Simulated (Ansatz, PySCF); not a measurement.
Stretching the C2–H6 bond in CH6Sn (SMILES [CH3][SnH3]) (multiplicity 1 held, fragments rigid). Energies count from the point at 1.089 Å.
Geometry at that point (charge 0, multiplicity 1):
```xyz
8

Sn    -0.3009     0.0325    -0.0063
C      1.8445    -0.1990     0.0387
H     -0.9763    -0.9758    -1.2170
H     -0.7100     1.6612    -0.3500
H     -0.9713    -0.3988     1.5112
H      2.0994    -1.2346     0.2573
H      2.2688     0.4430     0.8088
H      2.2656     0.0760    -0.9269
```

U- levels take the lowest unrestricted solution at each point, which mixes spins at long bonds. Active spaces are followed from a long bond inwards. Levels need not reach the same state.

Correlated levels freeze the cores. Filled d and f shells under p-block atoms count as core. Rows in 3-21G, LANL2DZ carry no dispersion term and start afresh at each structure; the Pople sets are all-electron and without relativity. LANL2DZ brings its own core potentials from Na on.

Programs: Ansatz (an electronic-structure program); PySCF for 3-21G rows, LANL2DZ rows.  In def2 rows elements past Kr take small-core potentials, without spin–orbit coupling.

Other levels give for the energy at R = 3.484 Å: U-PBE/def2-TZVPP 4.916; U-B3LYP/def2-TZVPP 4.965; U-wB97X-V/def2-TZVPP 5.052; FIC-MRCISD+Q on CASSCF(2,2)/def2-TZVPP 4.948 eV.

Common cheap choices:

```csv
level,energy at R = 3.484 Å (eV)
R-HF/3-21G,8.668
U-HF/LANL2DZ,3.938
R-B3LYP/LANL2DZ,6.651
U-B3LYP/LANL2DZ,5.038
```

Doubts at one or more of the structures used: a restricted determinant that unrestricted orbitals would lower (R-HF/3-21G); a spin-contaminated determinant (U-HF/LANL2DZ, U-B3LYP/LANL2DZ, U-PBE/def2-TZVPP, U-B3LYP/def2-TZVPP, U-wB97X-V/def2-TZVPP).
